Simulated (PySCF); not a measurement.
# Polarisability and C₆ of Si (silicon, neutral)

[Ne] 3s2 3p2, high-spin 3P determinant. Calculation: PySCF 2.14, in aug-cc-pCVTZ-DK with one added diffuse shell each of s, p, d, f type (9s8p6d4f, 91 functions); the spin-free X2C one-electron Hamiltonian (Gaussian nucleus). Coupled (time-dependent) response in atomic units; α is the mean over directions.

```csv
method,mean α (bohr³),"α xx, yy, zz",C₆ (like pair),S(−4)
UHF,38.61,"32.57, 41.62, 41.62",318.2,562.3
PBE,41.87,"34.01, 45.81, 45.81",343.8,795.8
PBE0,39.93,"33.01, 43.39, 43.39",326.7,665.5
BP86,42.26,"34.10, 46.34, 46.34",348.7,800.2
MN15,40.81,"33.67, 44.38, 44.38",327.4,738.5
```

S(−4) is the Cauchy moment in α(ω) = α(0) + S(−4) ω² + …

Reference α: 37.3 ± 0.7 bohr³ (recommended; Schwerdtfeger and Nagle, table of static dipole polarizabilities (2023 update)). Published C₆: 305.0 (Chu and Dalgarno (2004); Tang, Norbeck and Certain (1976)).

α(iu) at MN15:

| u (hartree) | α(iu) (bohr³) |
| --- | --- |
| 0 | 40.81 |
| 0.0500 | 39.08 |
| 0.100 | 34.87 |
| 0.200 | 25.23 |
| 0.300 | 17.81 |
| 0.500 | 9.522 |
| 0.750 | 5.133 |
| 1.00 | 3.185 |
| 1.50 | 1.595 |
| 2.00 | 0.9820 |
| 3.00 | 0.5099 |
| 5.00 | 0.2345 |

A single London oscillator, α(iu) = α/(1 + u²/ω²), gives C₆ = (3/4) ω α². Matching the computed C₆ needs ω = 4 × 327.4 / (3 × 40.81²) = 0.262 hartree.

The components differ because the open shell of this determinant is not spherical; for a pure term their mean is the scalar polarisability.
